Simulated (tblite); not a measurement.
Task: Give a GFN2-xTB geometry of `C[Si@@H]1SC[C@H](C(F)(F)F)S1`.

Result: 
Z-matrix in Å and degrees, rows numbered from 1:
```
C 
Si  1  1.8895
S   2  2.1573  1  113.70
C   3  1.8205  2   96.09  1  -106.32
C   4  1.5175  3  110.88  2   -40.47
C   5  1.5210  4  110.01  3  -179.26
F   6  1.3364  5  112.92  4   -58.97
F   6  1.3468  5  110.73  4    60.04
F   6  1.3343  5  112.93  4   179.02
S   5  1.8286  4  111.22  3    60.74
H   1  1.0855  2  110.61  3   173.57
H   1  1.0886  2  111.73  3    53.48
H   1  1.0854  2  110.50  3   -66.78
H   2  1.4561  1  116.75  3   125.50
H   4  1.0911  3  108.70  2    81.20
H   4  1.0905  3  106.60  2  -161.03
H   5  1.0944  4  111.28  3   -60.42
```

The 5-membered ring Si2–S3–C4–C5–S10 has internal angles of 94.7° to 111.2° (sum 513°, against 540° for a flat polygon); it is puckered, 0.23 Å rms from its mean plane, widest ring torsion 61°. Of the pairs four or more bonds apart, F8···H16 is among the closest relative to their van der Waals radii: 2.57 Å, 96 % of the sum of Bondi's values. Si2 (SiH silicon) is distorted tetrahedral (angles from 100.0° to 116.8°).

Computed geometry: GFN2-xTB, gas phase.

Point group: C1 (no symmetry element, even within 0.4 Å). Its GFN2-xTB frequencies are all real (lowest 32 cm⁻¹). One conformer, not necessarily the lowest (C1–Si2–S3–C4 -106°, Si2–S3–C4–C5 -40°, S3–C4–C5–C6 -179°, C4–C5–S10–Si2 -44°). 2 starts were optimised and ended at 0.00 and 0.02 kcal/mol (GFN2-xTB); the lowest of these is shown.
